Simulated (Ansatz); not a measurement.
Molecule: C$_{2}$H$_{7}$GeO, net charge 0, doublet state. It need not be the lowest isomer of its formula. 
Structure (B3LYP-D3(BJ)/def2-TZVP (Ansatz, a program for electronic structure) minimum search):
SMILES: [CH2]C[O][GeH3]
```xyz
11

C     -2.9186     0.0628     0.0988
C     -1.5557    -0.4555     0.3355
O     -0.5978     0.3928    -0.2786
Ge     1.1412     0.0272    -0.0582
H     -3.0555     1.0937    -0.1924
H     -3.7803    -0.5520     0.3174
H     -1.4708    -1.4856    -0.0489
H     -1.3591    -0.5272     1.4229
H      1.8679     1.1297    -0.8338
H      1.4725     0.0591     1.4482
H      1.4357    -1.3755    -0.6285
```
Charge 0, spin multiplicity 2.

Basis-set convergence of Hartree-Fock and CCSD(T) correlation energies (hartree) with Ansatz. Correlated levels leave the core frozen unless marked. Open shells are spin-unrestricted. Spin-orbit coupling is left out. Frozen are the shells of the preceding noble gas and the d and f shells that filled before the atom's block. No relativistic terms.

```tsv
basis	functions	E(HF)	E(corr, CCSD(T))
cc-pVDZ	104	-2229.96483	-0.61209
cc-pVTZ	231	-2230.08977	-0.75070
cc-pVQZ	443	-2230.10542	-0.79412
```

Extrapolating the two largest sets (X = 3 and 4) as X^-3: E(corr) = (64·(-0.79412) - 27·(-0.75070))/37 = -0.8258 Eh, an estimate of the basis-set limit. The largest set recovers 96.2 % of it, the smallest 74.1 %.
